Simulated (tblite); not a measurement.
C7H11ClO2.
Numbering: `[CH3:1][O:2][C@H:3]1[CH2:4][C@@:5]([CH3:6])([C:7](=[O:8])[Cl:9])[CH2:10]1` (hydrogens: H11, H12, H13 on C1; H14 on C3; H15, H16 on C4; H17, H18, H19 on C6; H20, H21 on C10)

Structure used (GFN2-xTB), in Å, numbered top down from 1:
```
atom  x, y, z in Å
C1     2.9838   -0.9567    0.3444
O2     1.7784   -0.7110    1.0261
C3     0.6442   -0.8030    0.2119
C4    -0.6516   -0.4855    0.9731
C5    -1.0298    0.5434   -0.1162
C6    -2.1799    0.0991   -1.0151
C7    -1.3051    1.9193    0.4013
O8    -0.7610    2.9349    0.1301
Cl9   -2.6370    1.9239    1.5731
C10    0.3696    0.3811   -0.7444
H11    3.1580   -0.2179   -0.4457
H12    3.7761   -0.8864    1.0863
H13    2.9875   -1.9591   -0.1020
H14    0.6256   -1.7745   -0.3037
H15   -1.3511   -1.3067    1.1013
H16   -0.4334   -0.0369    1.9388
H17   -2.2924    0.7853   -1.8523
H18   -3.1112    0.0720   -0.4546
H19   -1.9751   -0.8952   -1.4035
H20    1.0141    1.2335   -0.5413
H21    0.3813    0.1573   -1.8080
```

Calculated harmonic vibrations of the isolated species, GFN2-xTB (tblite), most abundant isotopes, no scaling. The method is semi-empirical: single wavenumbers can be off by several per cent or more. One conformer, not necessarily the lowest.

Harmonic wavenumbers (cm⁻¹): 34.7, 40.0, 97.2, 160.3, 176.0, 195.3, 219.7, 225.9, 289.9, 315.4, 369.1, 415.3, 455.5, 466.1, 579.7, 648.0, 706.8, 822.2, 853.0, 916.4, 938.2, 971.1, 978.4, 1031.1, 1045.1, 1066.3, 1095.4, 1129.1, 1136.6, 1174.4, 1188.0, 1214.6, 1226.6, 1235.8, 1249.4, 1265.4, 1327.6, 1398.1, 1404.7, 1444.9, 1456.9, 1469.2, 1485.4, 1488.2, 1488.4, 1831.7, 2850.4, 2900.4, 2928.9, 3021.6, 3027.2, 3029.1, 3033.2, 3033.7, 3036.8, 3043.2, 3045.9.

A = 2131, B = 629.1, C = 612.9 MHz; mass 162.045 u (most abundant isotopes); point group C1, symmetry number 1.

Task: What is the zero-point energy?

Result: Half the sum of the wavenumbers: 36839 cm⁻¹ = 440.69 kJ/mol.

Task: What is S at 400 K and 1 bar for an ideal gas of classical rigid rotors and harmonic oscillators?

Result: Translation 178.42, rotation 130.64, vibration 192.03: S = 501.1 J/(mol K).

Task: And Cp and H(400 K) − H(0)?

Result: Cp = 220.99 J/(mol K), of which vibrations give 187.73 (their classical limit is 57 R = 473.9); H(400 K) − H(0) = 52.02 kJ/mol without the zero-point energy, 38.72 from vibrations.

Task: How do the functions run with temperature in this model?

Result: 
| T (K) | S (J/(mol K)) | Cp (J/(mol K)) | H − H(0) (kJ/mol) | G − H(0) (kJ/mol) | ln q(vib) |
| --- | --- | --- | --- | --- | --- |
| 50 | 259.4 | 58.4 | 2.25 | -10.72 | 0.93 |
| 100 | 308.6 | 86.3 | 5.88 | -24.98 | 2.41 |
| 298.15 | 443.2 | 174.9 | 31.83 | -100.30 | 8.46 |
| 373.15 | 486.1 | 209.2 | 46.24 | -135.16 | 10.67 |
| 500 | 554.8 | 261.1 | 76.18 | -201.24 | 14.34 |
| 750 | 675.7 | 334.5 | 151.34 | -355.46 | 21.32 |
| 1000 | 778.9 | 381.9 | 241.30 | -537.62 | 27.82 |

q(vib) and H(0) count from the zero-point level.

Task: Which modes carry the vibrational entropy at 400 K?

Result: 34.7 cm⁻¹: 25.62; 40.0 cm⁻¹: 24.44; 97.2 cm⁻¹: 17.09; 160.3 cm⁻¹: 13.01; 176.0 cm⁻¹: 12.25; 195.3 cm⁻¹: 11.42 J/(mol K); the other 51 give 88.19 together.

Hindered rotation and anharmonicity are outside this model. Other conformers, if any are populated, would add a mixing term that is left out. The structure is chiral; the term R ln 2 for an equal mix with its mirror image is left out.
